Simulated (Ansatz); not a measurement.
C2H4Cl, doublet, at a GFN2-xTB geometry; Ansatz (an electronic-structure program) with PBE/def2-SVP.

Input for Ansatz:
Ansatz 0.2 input:
```yaml
crystal:
  periodic: [false, false, false]
  atoms:
    - {symbol: C, position_ang: [0.18280234, 0.89727093, -0.01314254]}
    - {symbol: C, position_ang: [1.56614457, 0.54964169, -0.02607444]}
    - {symbol: Cl, position_ang: [-0.84113747, -0.71148995, 0.01905025]}
    - {symbol: H, position_ang: [-0.15549474, 1.39958190, 0.88815355]}
    - {symbol: H, position_ang: [-0.17787732, 1.37769136, -0.91768786]}
    - {symbol: H, position_ang: [2.08091596, 0.32944165, 0.89042765]}
    - {symbol: H, position_ang: [2.05811157, 0.30713857, -0.94944568]}
basis:
  gaussian:
    orbitals: def2-SVP
hamiltonian:
  xc: pbe
magnetization: {spin_polarized: true, initial_magnetization: 1}
```

Output, abridged:

```
Functional definition: PBE
743 factors; their error is unknown
mean field evaluation 1: about -14634.0104 eV, gradient 4.6e1 eV
mean field evaluation 2: about -14608.4906 eV, gradient 7.6e1 eV
mean field evaluation 4: about -14646.2251 eV, gradient 6.5e0 eV
mean field evaluation 8: about -14646.4357 eV, gradient 1.1e-1 eV
mean field evaluation 16: about -14646.4001 eV, gradient 9.3e-5 eV
mean field -14646.40008449 eV, -538.2452754185 hartree, gradient 2.4e-5 eV, S^2 0.754117; 0 other end points of the search recorded, 0 dependent functions left out
reference -14646.40011194 eV, -538.2452764273 hartree; 17, 16 occupied and 49, 50 virtual orbitals, 743 factors
Total energy: -14646.40011194 eV, -538.2452764273 hartree
```
